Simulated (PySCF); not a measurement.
HCl3Si, charge +1, doublet, at a GFN2-xTB geometry (a state made from the parent by changing its charge; the spin is typed, not shown lowest). Base run: B3LYP/aug-cc-pVDZ (PySCF).

Input for PySCF:
```python
from pyscf import gto, scf, dft

mol = gto.M(
    atom='''
Si    0.01770168   -0.01016261    0.30255016
Cl   -1.27526529   -1.48167714   -0.09388585
Cl   -0.65572490    1.84395460   -0.01842661
Cl    1.91024453   -0.35036729   -0.24226395
H     0.10485246   -0.06019626    1.79209681
''',
    basis='aug-cc-pvdz',
    charge=1,
    spin=1,
    verbose=3,
)

mf = dft.UKS(mol)
mf.xc = 'b3lyp'
mf.kernel()
```

Each row names what was changed in the base input (with any setting that the change needs).

| change | ΔE vs base (mEh) | fitting functions |
|---|---|---|
| base | 0.000 | - |
| auxbasis = cc-pvtz-jkfit | -0.002 | 514 |
| auxbasis = even-tempered beta=1.6 | 0.005 | 1294 |
| auxbasis = even-tempered beta=3.0 | -3.051 | 591 |
| only_dfj = on; auxbasis = def2-universal-jfit | -0.260 | 215 |
| auxbasis = def2-svp-ri | -2182.9 | 262 |
| auxbasis = cc-pvdz-jkfit | 0.053 | 471 |
| auxbasis = def2-tzvp-ri | -88.860 | 467 |
| auxbasis = autoaux | 0.038 | 792 |
| auxbasis = default (with mf = mf.density_fit()) | 0.051 | 544 |

A fitting set is made for a task (jfit for Coulomb, jkfit for Coulomb and exchange, ri for correlation) and for a family of orbital bases.

Open shells are given as the SCF converged; they aren't shown to be the lowest states, and a large step between rows can be another state.
